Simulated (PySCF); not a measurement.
PySCF input for Se(H)(iPr) (C3H8Se), SMILES CC(C)[SeH], PBE/pcSseg-1. The structure is a stationary point at r2SCAN-D4/def2-SVP. Other conformers were not sampled.

```python
import numpy as np
from pyscf import gto, scf, dft
from pyscf.prop.nmr import rks as nmr

mol = gto.M(
    atom='''
    Se   -0.87608373    0.14698027    0.49241766
    H    -1.81502450   -0.32284514   -0.53888430
    C     0.71325815    0.12523663   -0.70636059
    C     0.96062735   -1.25803399   -1.28618512
    C     1.89335769    0.63806076    0.10770028
    H     0.48634822    0.84037502   -1.51399359
    H     1.84148539   -1.23503977   -1.95246598
    H     1.15224147   -1.99134035   -0.48673687
    H     0.10297530   -1.61581058   -1.87609343
    H     1.71069127    1.64879395    0.50366487
    H     2.79532024    0.67856727   -0.52532636
    H     2.10935044   -0.03161014    0.95670785
    ''',
    basis='pcSseg-1',
    charge=0,
    spin=0,
    max_memory=1600,
    verbose=3,
)
mf = dft.RKS(mol, xc='pbe')
mf.grids.level = 3
mf.conv_tol = 1e-10
mf.max_cycle = 100
mf.kernel()
n = nmr.NMR(mf)
n.verbose = 2
n.max_cycle_cphf = 60
sigma = n.kernel()
print('atom   isotropic/ppm   span/ppm')
for i, s in enumerate(sigma):
    w = np.linalg.eigvalsh((s + s.T) / 2)
    print(f'{mol.atom_symbol(i):2s}{i + 1:3d} {w.mean():14.3f} {w[2] - w[0]:11.3f}')
```

It prints:

```
converged SCF energy = -2519.89099302489
atom   isotropic/ppm   span/ppm
Se  1       1565.561    1139.535
H   2         29.151      19.960
C   3        139.517      41.527
C   4        146.939      54.072
C   5        155.173      44.254
H   6         27.654      11.053
H   7         29.707      11.883
H   8         29.763       7.147
H   9         29.814      10.638
H  10         29.700      11.476
H  11         29.947      11.143
H  12         30.112       8.229
```

Self-consistency was reached.

Cost: around 40 core-seconds (rough).
